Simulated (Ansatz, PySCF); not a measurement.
Gas-phase reaction R1 → P1 + P2, each structure at its B3LYP-D3(BJ)/def2-TZVP stationary point, reached from a drawn start (curvature not checked).
R1, F3Ti (SMILES [F][Ti]([F])[F]) (charge 0, multiplicity 2):
```xyz
4

Ti     0.0000     0.0000    -0.0003
F      1.7796    -0.0100    -0.0098
F     -0.8812     1.5462    -0.0013
F     -0.8983    -1.5362     0.0113
```
P1, F2Ti (SMILES [F][Ti][F]) (charge 0, multiplicity 3, Z-matrix in Å and degrees):
```
Ti
F 1 1.8030
F 1 1.8030 2 140.97
```
P2: F atom, charge 0, multiplicity 2.

| level | reaction energy (kJ/mol) | cost |
|---|---|---|
| HF/def2-SVP | 408.9 | - |
| HF/def2-TZVPP | 420.4 | - |
| HF/def2-QZVPP | 422.7 | - |
| SVWN5/def2-TZVPP | 734.8 | ×0.6 |
| PBE/def2-TZVPP | 649.3 | ×1 |
| BLYP/def2-TZVPP | 638.1 | ×1 |
| revPBE/def2-TZVPP | 623.0 | ×1 |
| r2SCAN/def2-TZVPP | 625.4 | ×1 |
| B97M-V/def2-TZVPP | 612.7 | ×2 |
| B3LYP/def2-TZVPP | 608.0 | ×0.7 |
| PBE0/def2-TZVPP | 600.3 | ×0.8 |
| BHLYP/def2-TZVPP | 557.3 | ×0.9 |
| M06-2X/def2-TZVPP | 602.4 | - |
| CAM-B3LYP/def2-TZVPP | 613.1 | ×1 |
| wB97X-V/def2-TZVPP | 616.1 | ×2 |
| wB97M-V/def2-TZVPP | 610.5 | ×3 |
| B2PLYP/def2-TZVPP | 614.1 | ×1 |
| MP2/def2-SVP | 611.9 | - |
| MP2/def2-TZVPP | 634.3 | - |
| MP2/def2-QZVPP | 642.6 | - |
| SCS-MP2/def2-SVP | 599.4 | - |
| SCS-MP2/def2-TZVPP | 625.2 | - |
| SCS-MP2/def2-QZVPP | 635.1 | - |
| CCSD/def2-SVP | 570.1 | - |
| CCSD/def2-TZVPP | 587.3 | - |
| CCSD/def2-QZVPP | 594.2 | - |
| CCSD(T)/def2-SVP | 584.1 | ×0.9 |
| CCSD(T)/def2-TZVPP | 605.8 | ×6 |
| CCSD(T)/def2-QZVPP | 613.4 | ×100* |

P less R. No zero-point or thermal terms; open shells are unrestricted; no spin–orbit coupling. The spin states of the d-block species are the ones drawn and need not be the lowest.

Correlated levels freeze the cores.

Codes used: Ansatz (a quantum-chemistry and plane-wave program); PySCF for M06-2X. No computed number here is a measurement.

Costs are rough ratios of core time to PBE/def2-TZVPP (about 50 s over the structures, on one shared machine); a dash marks a level with no comparable run of its own. A star marks coupled-cluster runs past 200 virtual orbitals, where the program's memory plan changes under this machine's limit, so their costs aren't comparable with smaller runs.
